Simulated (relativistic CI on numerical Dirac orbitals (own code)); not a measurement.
One change at a time: Os XVI

Base calculation: Dirac-Coulomb-Breit CI, separate exchange-only KLI orbitals for each configuration, model QED (radiative potential, 1s self-energy scaled to tabulated hydrogen-like ionisation energies), unscaled Slater integrals.

Configurations in the expansion (outside the closed core [Kr]): 4d10 4f13 5s2, 4d10 4f14 5s, 4d10 4f13 5s 5p, 4d10 4f12 5s2 5p, 4d10 4f14 5p, 4d10 4f12 5s 5p2, 4d10 4f13 5s 5d, 4d10 4f14 5d, 4d10 4f12 5s2 5d, 4d10 4f13 5s 5f, 4d10 4f13 5p 5d, 4d10 4f14 6s, 4d9 4f14 5s2. Double excitations out of closed p, d and f shells are left out; levels of such configurations are missing from the list, as are those of other unlisted configurations, and high levels can miss mixing partners.

Variants: (1) configuration mixing switched off; (2) one mean potential for all configurations. Shifts of the energy above 4d10 4f13 5s2 2F°_7/2, in cm⁻¹, for the lowest level and the first level of each name with at least 55 % of one term (blank where a level changes its place among those of its configuration and J or its character, or is not in the variant):

```tsv
Level	Base	Δ(1)	Δ(2)
4d10 4f13 5s2 2F°_7/2	0	0	0
4d10 4f13 5s2 2F°_5/2	22136	+4	+226
4d10 4f14 5s 2S_1/2	83828	+2886	+2250
4d10 4f12 5s2 5p 4G°_11/2	196801	-428	+27972
4d10 4f12 5s2 5p 4I°_11/2	220888	-485	+28959
4d10 4f12 5s2 5p 2K°_13/2	268396	-495	+27776
4d10 4f12 5s2 5p 4D°_1/2	270730	-277	+27074
4d10 4f12 5s2 5p 2H°_11/2	271333	-340	+27958
4d10 4f12 5s2 5p 4P°_1/2	271391	-409	+27636
4d10 4f12 5s2 5p 4I°_15/2	341759	-495	+30215
4d10 4f12 5s2 5p 2P°_1/2	345023	+4092	+23456
4d10 4f12 5s2 5p 4H°_13/2	357903	-479	+30247
4d10 4f12 5s2 5p 4I°_13/2	365822	-494	+31210
4d10 4f13 5s 5p 4G_11/2	384944	+1952	+1244
4d10 4f14 5p 2P°_1/2	387445	-3495	+8912
```

At this charge transitions that keep the count of f electrons are usually good to a few per cent. Terms inside the open d or f shell come out 10 to 20 % too wide with unscaled integrals. Levels and lines within the n = 5 or 6 shells can be off by up to 10 % or somewhat more, and those that change n by about 2 %, since core polarisation is missing. Levels that differ in their count of f electrons can be misplaced by several ten thousand cm⁻¹, since the correlation energy of f electrons is missing or only estimated; rates across such gaps can be off by orders of magnitude.

Ionisation energy from one configuration of each of the two ions, the ground ones as tabulated or assumed: base 366.681 eV. The NIST ASD value (theoretical) is 367 ± 19 eV.

LS names give the leading component of a level, which can be under half, so a name can repeat, a term be missing and a line seem to break the LS rules.
